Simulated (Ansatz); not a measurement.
`[CH3][Al]([SiH3])[BH]O`, relaxed with RKS PBE-D4/def2-SVP in Ansatz 0.2.0 from a rough embedded geometry. The force threshold is 0.03 eV/Å; the program also tests the step.

Total charge 0; spin multiplicity 1.

Start:

```xyz
13

C    -1.845   -1.190    0.178
Al   -0.115   -0.304   -0.115
Si   -0.059    1.816   -1.092
B     1.600   -0.974    0.797
O     2.850   -0.308    0.730
H    -1.824   -2.214   -0.396
H    -2.665   -0.589   -0.312
H    -2.034   -1.339    1.196
H    -0.908    1.871   -2.321
H     1.307    2.214   -1.396
H    -0.638    2.823   -0.129
H     1.517   -2.051    1.375
H     2.813    0.243    1.485
```

```csv
step,energy (eV),largest force (eV/Å),largest move (Å)
1,-18344.0247,3.579,0.000
2,-18344.5215,1.034,0.192
3,-18344.5868,1.224,0.193
4,-18344.6915,1.762,0.194
5,-18344.8758,2.953,0.197
6,-18345.2952,1.509,0.200
7,-18345.4162,0.646,0.173
8,-18345.4331,0.260,0.118
9 (rejected),-18345.4264,0.566,0.067
10,-18345.4381,0.080,0.033
11,-18345.4404,0.082,0.069
12,-18345.4409,0.236,0.127
13,-18345.4452,0.233,0.051
14,-18345.4498,0.156,0.067
15,-18345.4538,0.223,0.149
16,-18345.4548,0.271,0.115
17,-18345.4572,0.164,0.022
18,-18345.4587,0.104,0.021
19,-18345.4599,0.036,0.050
20,-18345.4602,0.078,0.079
21,-18345.4606,0.047,0.020
22,-18345.4609,0.022,0.020
```

End:

```xyz
13

C    -1.991   -1.280    0.148
Al   -0.247   -0.362    0.147
Si    0.035    1.861   -0.936
B     1.634   -1.051    0.996
O     2.754   -0.301    0.787
H    -1.930   -2.202   -0.473
H    -2.830   -0.669   -0.240
H    -2.255   -1.622    1.173
H    -0.396    1.932   -2.383
H     1.499    2.273   -0.930
H    -0.689    2.974   -0.212
H     1.834   -2.060    1.661
H     2.580    0.506    0.262
```

It took 45 s on 4 threads of an Intel Xeon Platinum 8375C on a shared host, with 0.2 GiB of host memory at the peak.
